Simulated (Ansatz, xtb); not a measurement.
AlBrH4NSi: where a starting geometry ends

The starting geometry of this gas-phase doublet was built from a drawn formula by distance geometry and a force field; its bonds are those of `N[Si]([AlH2])Br`.

```yaml
atoms:
  - { symbol: Al, position_ang: [-3.3685, 0.9329, 0.8348] }
  - { symbol: Br, position_ang: [-0.3644, 2.2887, -0.9504] }
  - { symbol: N, position_ang: [-1.2060, -0.8964, -1.0500] }
  - { symbol: Si, position_ang: [-1.1799, 0.4845, 0.0846] }
  - { symbol: H, position_ang: [-1.5328, -1.7513, -0.5379] }
  - { symbol: H, position_ang: [-0.2389, -1.1252, -1.3752] }
  - { symbol: H, position_ang: [-4.1861, -0.1857, 1.6333] }
  - { symbol: H, position_ang: [-3.9642, 2.3659, 0.5987] }
```

Problem. Predict what becomes of its bonds when it is optimised with r2SCAN-D4/def2-SVP.

Solution. It keeps its bonds, and is `N[Si]([AlH2])Br`.

The energy falls by 0.36 eV over 12 steps:

```
step  E − E(last) (eV)
   1             0.361
   2             0.226
   3             0.180
   5             0.058
   6             0.036
   7             0.005
   8             0.001
  10             0.000
  11             0.000
  12             0.000
```

Final geometry (Å):

```json
{"atom": "Al", "x (Å)": "-3.5762", "y (Å)": "1.0241", "z (Å)": "0.8645"}
{"atom": "Br", "x (Å)": "-0.2664", "y (Å)": "2.0993", "z (Å)": "-1.2200"}
{"atom": "N", "x (Å)": "-0.9418", "y (Å)": "-0.9581", "z (Å)": "-0.7935"}
{"atom": "Si", "x (Å)": "-1.5747", "y (Å)": "0.5488", "z (Å)": "-0.2909"}
{"atom": "H", "x (Å)": "-1.3539", "y (Å)": "-1.8428", "z (Å)": "-0.5138"}
{"atom": "H", "x (Å)": "-0.1119", "y (Å)": "-1.0606", "z (Å)": "-1.3688"}
{"atom": "H", "x (Å)": "-4.3467", "y (Å)": "-0.2522", "z (Å)": "1.4141"}
{"atom": "H", "x (Å)": "-3.8691", "y (Å)": "2.5548", "z (Å)": "1.1462"}
```

From the same start GFN2-xTB ends elsewhere, differing in Al1–Br2 (2.28 against 4.06 Å here), Br2–Si4 (3.52 against 2.23 Å here).

No frequencies were run, so the end isn't proven a minimum. Open shells are spin-unrestricted. Run with Ansatz 0.2.0, 120 s on 2 threads of Arm Neoverse V1, with other jobs on the host.
